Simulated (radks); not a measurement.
Results of a calculation; reference values are marked as such.
The lithium anion Li-, [He] 2s2, held by a Watson sphere: a shell of charge +1 at radius R that stands for the Madelung well of a crystal (potential energy -1/R inside, -1/r outside, in hartree with lengths in bohr). Level of theory: non-relativistic Kohn-Sham, PBEsol, spin-polarised, spherical densities, point nucleus (a radial shooting solver on a logarithmic mesh with Libxc functionals). Response by self-consistent Sternheimer equations with the Hartree and adiabatic LDA kernel. The sphere does not respond.

| R (bohr) | e(1s) (eV) | e(2s) (eV) | <r> 2s (bohr) | sum of <r^2> (bohr^2) | X-ray form factor at sin(theta)/lambda = 0.2 1/angstrom | alpha (bohr^3) |
|---|---|---|---|---|---|---|
| 1.82 | -53.841 | -4.608 | 3.167 | 24.63 | 1.763 | 81.16 |
| 1.87 | -53.560 | -4.590 | 3.181 | 24.84 | 1.760 | 82.13 |
| 1.88 | -53.507 | -4.586 | 3.184 | 24.88 | 1.759 | 82.33 |
| 2.38 | -51.642 | -4.371 | 3.350 | 27.25 | 1.727 | 94.81 |
| 2.49 | -51.387 | -4.318 | 3.389 | 27.85 | 1.721 | 98.19 |
| 3.34 | -50.317 | -3.886 | 3.708 | 32.99 | 1.698 | 131.1 |
| 3.48 | -50.229 | -3.815 | 3.760 | 33.89 | 1.697 | 137.6 |
| 3.87 | -50.047 | -3.621 | 3.903 | 36.45 | 1.698 | 157.0 |

Estimate the row for R = 1.71 bohr.

Answer. e(1s) (eV) -54.540; e(2s) (eV) -4.646; <r> 2s (bohr) 3.137; sum of <r^2> (bohr^2) 24.22; X-ray form factor at sin(theta)/lambda = 0.2 1/angstrom 1.771; alpha (bohr^3) 79.21.
